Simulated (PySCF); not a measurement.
## Polarisability and C₆ of Mn (manganese, neutral)

[Ar] 3d5 4s2, high-spin 6S determinant. All numbers are calculated (PySCF 2.14, scalar relativity by spin-free X2C-1e, in ANO-RCC-VTZP). Coupled (time-dependent) response in atomic units; α is the mean over directions. The basis has no added diffuse functions, which lowers α and C₆.

```
method  mean α (bohr³)  C₆ (like pair)  S(−4)
  MN15           51.46           457.1   1181
```

S(−4) is the Cauchy moment in α(ω) = α(0) + S(−4) ω² + …

Reference α: 68 ± 9 bohr³ (recommended; Schwerdtfeger and Nagle, table of static dipole polarizabilities (2023 update)). Published C₆: 552.0 (Chu and Dalgarno (2004); Tang, Norbeck and Certain (1976)).

α(iu) at MN15:

| u (hartree) | α(iu) (bohr³) |
| --- | --- |
| 0 | 51.46 |
| 0.0500 | 48.69 |
| 0.100 | 42.11 |
| 0.200 | 28.11 |
| 0.300 | 18.82 |
| 0.500 | 10.03 |
| 0.750 | 5.920 |
| 1.00 | 4.109 |
| 1.50 | 2.479 |
| 2.00 | 1.709 |
| 3.00 | 0.9628 |
| 5.00 | 0.4252 |
